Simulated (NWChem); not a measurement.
System: CH₇NO₂Si; SMILES O([SiH](N)O)C

NWChem input:

```
start job
memory heap 200 mb stack 900 mb global 1100 mb
geometry units angstroms noautoz
  Si     0.109699     0.478617    -0.457982
  N     -1.410027     0.905075     0.204692
  O      1.189428     1.206032     0.574967
  O      0.234167    -1.171466    -0.534720
  C     -0.044468    -2.039883     0.530582
  H      0.403823     0.883338    -1.859680
  H     -2.281839     0.581470    -0.194110
  H     -1.519396     1.766972     0.724472
  H      2.080223     1.315407     0.231692
  H     -0.316250    -3.028281     0.127369
  H     -0.879535    -1.674378     1.153592
  H      0.836450    -2.169182     1.183948
end
basis spherical
  * library def2-svp
end
dft
  xc r2scan0
  iterations 150
  mulliken
end
task dft energy
```

The geometry was optimised at PBE0/def2-SVP. Not confirmed as a minimum by frequencies.

What results follow from this input? (r2SCAN0/def2-SVP.) Quantities: energy (Ha); highest occupied level (eV); orbital gap (eV); dipole (D).

The energy (Ha) comes out as -536.64 and the highest occupied level (eV) is -7.58. The orbital gap (eV) is 9.72 and the dipole (D) comes out as 0.80.
